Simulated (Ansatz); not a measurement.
Reaction (redistribution): `BN[SiH2]O` + `C[O][Zr]([OH])([OH])[SH]` → `BN[SiH2]OC` + `[OH][Zr]([OH])([OH])[SH]`

Program: Ansatz. Geometries: PBE0-D4/def2-TZVP. ΔE: electronic, gas phase. CCSD(T)/CBS is the MP2 limit (def2-TZVPP, def2-QZVPP) plus CCSD(T) − MP2 in def2-TZVPP, frozen cores. DFT in def2-TZVPP. Elements past krypton have def2 core potentials. For Zr outer-core shells are correlated without core-valence functions, which leaves a few kJ/mol of doubt a bond. Each species was taken in one conformer, which may not be the lowest.

```
                   species  r2SCAN-D4 energy (Eh)
               `BN[SiH2]O`             -447.99338
`C[O][Zr]([OH])([OH])[SH]`             -712.88308
              `BN[SiH2]OC`             -487.27515
`[OH][Zr]([OH])([OH])[SH]`             -673.59575
```

Problem. Work out ΔE.

Solution. ΔE = (-487.27515) + (-673.59575) − (-447.99338) − (-712.88308) = 0.00556 Eh = +14.6 kJ/mol. CCSD(T)/CBS gives +14.9 kJ/mol.

Largest T1 diagnostic among the species: 0.017.

In def2-TZVPP, CCSD(T) changes the Hartree–Fock value by +4.9 kJ/mol (the triples alone add +1.4 kJ/mol) and MP2 by +5.8 kJ/mol.
